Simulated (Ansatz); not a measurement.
The cluster Be3S3. Total charge 0; triplet. Geometry r2SCAN-D4/def2-SVP, that of the neutral singlet; atoms count from 1.

```csv
atom,x (Å),y (Å),z (Å)
Be1,0.014,0.112,1.415
Be2,0.842,-0.943,-0.646
Be3,-0.856,0.831,-0.769
S4,1.315,-1.276,1.181
S5,-1.294,1.447,0.992
S6,-0.021,-0.171,-2.173
```

At PBE0-D4/def2-TZVP a singlet of charge 0 lies 3.75 eV below the triplet at the same geometry. The structure comes from a short search, and lower isomers may exist.

Problem. Estimate the Mulliken populations from the PBE0/def2-TZVP orbitals of Ansatz.

Solution. 
| atom | charge (e) | spin (α − β) |
| --- | --- | --- |
| Be1 | 0.07 | 0.33 |
| Be2 | 0.04 | 0.32 |
| Be3 | 0.04 | 0.32 |
| S4 | -0.09 | 0.20 |
| S5 | -0.09 | 0.20 |
| S6 | 0.04 | 0.62 |
Mulliken values depend strongly on the basis.

Problem. Where does the spin sit?

Solution. Summed by element: Be 0.97, S 1.03, of 2 unpaired in all. Largest on single atoms: S6 0.62, Be1 0.33, Be3 0.32.

Problem. And the Mayer bond orders between heavy atoms (over 0.3)?

Solution. Be1–S4 1.11 (1.92 Å); Be1–S5 1.11 (1.92 Å); Be2–S4 1.22 (1.92 Å); Be2–S6 1.04 (1.92 Å); Be3–S5 1.22 (1.92 Å); Be3–S6 1.04 (1.92 Å).
